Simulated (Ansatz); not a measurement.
# Worked example: the barrier

An elementary step of Si2H6S2, closed shell (Si₂H₆S₂ ([SiH3][SiH]([SH])[SH]) → Si₂H₄S ([SiH3][SiH][S]) + H₂S (still joined by a long Si–S bond); bonds formed: S2–H4; bonds broken: S3–H4; bonds weakened to dative contacts: Si1–S2). “Start” is the structure reached by relaxing down from the saddle towards the reactants; PBE0-D4/def2-TZVP structures. The saddle:

```tsv
atom	x (Å)	y (Å)	z (Å)
Si1	-0.5157	-0.3383	-0.7624
S2	1.2742	1.0472	-1.4811
S3	0.3059	-2.0393	-1.4717
H4	1.3184	-0.3370	-1.9502
H5	-1.5787	0.3767	-1.5269
Si6	-0.6946	0.0819	1.5361
H7	2.0505	0.7182	-0.4334
H8	-1.1494	1.4752	1.7976
H9	0.6477	-0.1129	2.1481
H10	-1.6582	-0.8719	2.1438
```

Program: Ansatz 0.2.0. Basis: def2-TZVPP and def2-QZVPP. Cores are frozen in the correlated methods.

Energies in eV:

| quantity | saddle | start |
| --- | --- | --- |
| Hartree–Fock, triple zeta (X = 3) | -37455.06876 | -37457.18680 |
| Hartree–Fock, quadruple zeta (X = 4) | -37456.16981 | -37458.28428 |
| MP2 correlation, X = 3 | -17.03764 | -16.52884 |
| MP2 correlation, X = 4 | -18.44972 | -17.92007 |
| CCSD(T) correlation, X = 3 | -19.70327 | -19.26511 |

Task: Work out the barrier at the basis limit: extrapolate Hartree–Fock as E(X) = E∞ + A exp(−7.88 √X) and the MP2 correlation as E(X) = E∞ + B X^−2.97 (the exponents that Neese and Valeev fitted for def2-TZVPP and QZVPP), then add CCSD(T) − MP2 in triple zeta.

Result: Each step is linear, so take the differences first (saddle − start): Hartree–Fock 2.11804 (X = 3) and 2.11447 (X = 4); MP2 correlation -0.50880 and -0.52965; CCSD(T) correlation -0.43816.
Two points give E∞ = E(4) + w [E(4) − E(3)], with w = 1/(exp(7.88 (2 − √3)) − 1) = 0.1377 for Hartree–Fock and w = 1/((4/3)^2.97 − 1) = 0.7407 for the correlation.
Hartree–Fock: 2.11447 + 0.1377 × (-0.00357) = 2.1140 eV.
MP2 correlation: -0.52965 + 0.7407 × (-0.02085) = -0.5451 eV.
CCSD(T) − MP2: -0.43816 − (-0.50880) = 0.0706 eV.
Sum: 2.1140 + (-0.5451) + 0.0706 = 1.6395 eV, or 37.81 kcal/mol. Plain CCSD(T) in triple zeta gives 1.6799 eV, so the larger basis shifts the result by -0.0404 eV.

No T1 diagnostic of these runs exceeds 0.016.

Labels in which every atom is bracketed show which atoms are joined, not bond orders.

For scale, one of the runs: CCSD(T)/def2-TZVPP, 252 basis functions, launched by `ansatz run in.yaml --threads 4 --pin off --events-out ev --progress --plain --max-ram 9574MiB`. Time: 67 s of wall clock on 4 CPU threads of an Arm Neoverse V2; the host was shared. Peak host memory: 4.6 GiB.
